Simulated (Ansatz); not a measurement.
Harmonic frequencies (cm⁻¹) at PBE0-D4/def2-TZVP from Ansatz: 116, 122, 132, 201, 220, 228, 272, 311, 322, 350, 447, 468, 488, 569, 598, 634, 659, 670, 757, 763, 778, 3861, 3883, 3896.

Each molecule was computed in one conformer, which needn't be the lowest.

Task: Which molecule is it?
A. `C[O][W](=[O])([F])=[S]`
B. `[OH][W]([OH])([OH])([F])([Cl])[Cl]`
C. `[OH][W]([OH])([OH])([F])([F])[Cl]`
D. `[NH]=[W](=[NH])([NH2])[F]`

Result: C.
